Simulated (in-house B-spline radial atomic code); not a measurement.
# The fluorine ion F⁶⁺: [He] 4s1 (an excited or competing configuration)

Method: Dirac-Hartree-Fock, average of configuration, Fermi nucleus of rms radius 2.8976 fm. Calculated with an all-electron radial atomic-structure program (B-spline basis).

Effective charges: Z_r = [3n² - l(l+1)]/(2<r>) from the radius, Z_e = n√(-2ε) from the energy, and Slater's rules. Values are occupation-weighted means over j.

```tsv
shell	electrons	ε (eV)	<r> (bohr)	Z_r	Z_e	Slater
1s	2	-943.2	0.1737	8.63	8.33	8.70
4s	1	-43.778	3.265	7.35	7.18	7.00
```

The least bound orbital is 4s1/2 at -43.78 eV, and it is also the most diffuse (<r> = 3.265 bohr).

For the 1s electron the small component carries 0.101 % of the norm, the zero-frequency Breit interaction raises the level by 0.2384 eV, self-energy by 0.1001 eV, and vacuum polarisation lowers it by 0.005131 eV.
